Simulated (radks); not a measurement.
Results of a calculation; reference values are marked as such.
Numerical settings for the neon ion Ne+, [He] 2s2 2p5. Level of theory: Dirac Kohn-Sham, PBE, spin-unpolarised, spherical densities, finite nucleus; open shells fill j = l - 1/2 first; Fermi nuclear charge, rms radius 3.0055 fm (a radial shooting solver on a logarithmic mesh with Libxc functionals). The defaults (mesh step 0.008 in ln r, mesh end at 40 bohr or more with all orbitals vanishing there, Anderson mixing 0.5 over 9 steps, residual threshold near 1e-9 with the energy settled to 1e-9 hartree or 1e-11 of itself, here a cap of 62 iterations) give E = -128.1890 hartree and 2p3/2 at -32.228 eV in 14 iterations. Run on one thread of a shared host, so times are rough (Arm Neoverse N1): 0.06 s of CPU time, 0.06 s wall, 14 iterations on 2189 mesh points. Changes against that run (0 stands for a change within the tolerance of the run):

| setting | iterations | converged | E (mhartree) | e(2p3/2) (meV) | CPU (s) |
|---|---|---|---|---|---|
| mesh step in ln r 0.12 | 62 | no | -7.3e+05 | - | 0.12 |
| mesh step in ln r 0.02 | 14 | yes | 0 | 0 | 0.03 |
| mesh step in ln r 0.012 | 14 | yes | 0 | 0 | 0.05 |
| mesh end (bohr) 3 | 14 | yes | +45.2 | +1.33e+03 | 0.06 |
| mesh end (bohr) 1 | 13 | level above zero | +2.02e+04 | +1.36e+05 | 0.04 |
| residual threshold 0.001 | 8 | yes | 0 | -0.678 | 0.04 |
| residual threshold 1e-13 | 62 | no | 0 | 0 | 0.2 |
| mixing 0.2 | 15 | yes | 0 | 0 | 0.07 |
| linear mixing, mixing 1 | 62 | no | +0.000178 | +8.82 | 0.24 |
| linear mixing, mixing 0.05 | 62 | no | +0.0763 | -803 | 0.23 |
| mixing history 3 | 17 | yes | 0 | 0 | 0.07 |
| iteration cap 8 | 8 | no | 0 | +0.104 | 0.04 |

Settled on a wrong energy, with an occupied level pushed above zero by the early mesh end: mesh end (bohr) 1 (+20.2 hartree). Apart from these: settings that end as converged yet miss the energy by more than 1 mhartree: mesh end (bohr) 3 (+0.0452 hartree). A mesh that ends early acts as a hard wall.
